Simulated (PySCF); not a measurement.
**Ionising NaSn**

UHF; Na def2-SVP, Sn def2-SVP with ECP28; scalar-relativistic core potentials (PySCF 2.14). Neutral (UHF): quartet (σ ↑, π ↑↑), Re = 2.963 Å, ωe = 180 cm⁻¹, De = 0.81 eV, HOMO -5.95 eV, LUMO -0.30 eV.

NaSn⁺ (UHF): triplet (σ ↑, π ↑), Re = 3.494 Å, ωe = 103 cm⁻¹, De = 0.48 eV to Na⁺ + Sn. The energies at the minima are -375.15837 hartree for NaSn and -374.96735 for NaSn⁺.

Work out the adiabatic ionisation energy, without and with harmonic zero-point energies (1 hartree = 27.2114 eV, 1 eV = 8065.5 cm⁻¹), and the change of the bond length.

At UHF: 0.19102 hartree = 5.198 eV between the minima; the zero-point term (103.0 − 180.0)/2 cm⁻¹ = -0.005 eV makes it 5.193 eV. Re changes by +53.1 pm against the neutral. The electron leaves a π orbital, and the ion is left as a loose complex of an ion and an atom.

These are scalar-relativistic numbers at best; spin–orbit coupling would shift them, the dissociation energy most. For an ion De counts to the pair picked by the measured ionisation energies or electron affinities, which need not be the lowest pair at this level. Hartree–Fock leaves out correlation, which carries a large part of most bond energies and some tenths to 1 eV of ionisation energies. States were picked by a PBE0 search and need not be the measured ground states.
